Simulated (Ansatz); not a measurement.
## Relaxing a trial structure of C5H9NO2

The starting geometry of this gas-phase singlet was optimised with GFN2-xTB; its bonds are those of `CC/C(C=O)=C(\N)O`.

```tsv
atom	x (Å)	y (Å)	z (Å)
C	0.6423	-0.8117	-1.4718
C	-0.6076	-1.3312	-0.7574
C	-0.6276	-0.9475	0.6980
C	-0.2300	-1.8691	1.6867
C	-0.9912	0.3273	1.1212
N	-1.3513	1.3181	0.2802
O	-0.1867	-1.6374	2.9081
O	-0.9898	0.6600	2.3932
H	1.5337	-1.2359	-1.0164
H	0.6251	-1.0914	-2.5228
H	0.7102	0.2714	-1.4008
H	-1.5033	-0.9579	-1.2633
H	-0.6274	-2.4204	-0.8292
H	0.0562	-2.8691	1.3282
H	-1.5077	1.1324	-0.6923
H	-1.6845	2.1770	0.6831
H	-0.6598	-0.1807	2.8975
```

Task: Where would you expect an optimisation with r2SCAN-D4/def2-SVP to take it?

Result: It rearranges to `CC/C(=C/O)C(N)=O`. Contacts that open: O8–H17 (1.03 → 1.52 Å). Contacts that close: O7–H17 (1.53 → 1.03 Å).

The energy falls by 0.20 eV over 16 steps:

```csv
step,E − E(last) (eV)
1,0.202
3,0.140
4,0.126
6,0.105
8,0.023
9,0.021
11,0.001
13,0.000
14,0.000
16,0.000
```

Final geometry (Å):

```xyz
17

C     0.6271   -0.7702   -1.5066
C    -0.5818   -1.3275   -0.7451
C    -0.6264   -0.9425    0.7113
C    -0.2928   -1.8381    1.6978
C    -0.9883    0.4003    1.1626
N    -1.3580    1.3222    0.2346
O    -0.2684   -1.5718    2.9820
O    -0.9705    0.7213    2.3739
H     1.5644   -1.1492   -1.0703
H     0.6022   -1.0594   -2.5695
H     0.6700    0.3298   -1.4548
H    -1.5185   -1.0202   -1.2511
H    -0.5751   -2.4289   -0.8142
H    -0.0213   -2.8741    1.4439
H    -1.4626    1.0898   -0.7429
H    -1.6587    2.2311    0.5649
H    -0.5410   -0.5789    3.0259
```

The end wasn't checked by frequencies. Run with Ansatz 0.2.0, 2.5 min on 2 threads of Intel(R) Xeon(R) Processor @ 2.50GHz (Skylake/Cascade Lake) (shared host).
